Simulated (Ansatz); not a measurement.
Stepwise reaction of `O[Si]([SiH3])([SiH3])Cl` with hydrogen sulfide, as a gas-phase model of exchange steps in deposition or etching. ΔE in kJ/mol; ΔG adds harmonic PBE0-D4 terms to CCSD(T)/CBS, at 1 bar.

Computed with Ansatz on PBE0-D4/def2-TZVP structures; ΔE is electronic, products minus reactants. CCSD(T)/CBS adds triple-zeta CCSD(T) − MP2 to the extrapolated MP2 energy (def2 sets, frozen cores). This one scheme is used for every species. DFT in def2-TZVPP. B3LYP here is the variant with VWN-RPA as its local correlation; programs differ in this. One conformer a species, not always the lowest.

```
step                                             reaction  PBE-D4  B3LYP-D4  ωB97M-V  CCSD(T)/CBS  ΔG(600 K)
   2  `O[Si]([SiH3])(S)Cl` + H₂S → `O[Si](S)(S)Cl` + SiH₄   -56.3     -62.9    -70.1        -65.4      -51.8
```

Q: Give the row of step 1, `O[Si]([SiH3])([SiH3])Cl` + H₂S → `O[Si]([SiH3])(S)Cl` + SiH₄. (Best estimate.)

A: Computed: 
| step | reaction | PBE-D4 | B3LYP-D4 | ωB97M-V | CCSD(T)/CBS | ΔG(600 K) |
| --- | --- | --- | --- | --- | --- | --- |
| 1 | `O[Si]([SiH3])([SiH3])Cl` + H₂S → `O[Si]([SiH3])(S)Cl` + SiH₄ | -61.6 | -69.6 | -75.6 | -71.5 | -57.3 |

Q: By hand: ΔE of the 2 steps together at CCSD(T)/CBS.

A: (-71.5) + (-65.4) = -136.9 kJ/mol, or -68.5 kJ/mol a step.

In ΔE each step is higher than the one before. All are downhill at CCSD(T)/CBS. ΔG lies between -57.3 and -51.8 kJ/mol a step. PBE-D4 differs from CCSD(T)/CBS by 9.1 to 9.9 kJ/mol a step. Isolated molecules leave out the surface, adducts and barriers. Largest T1 diagnostic: 0.013.
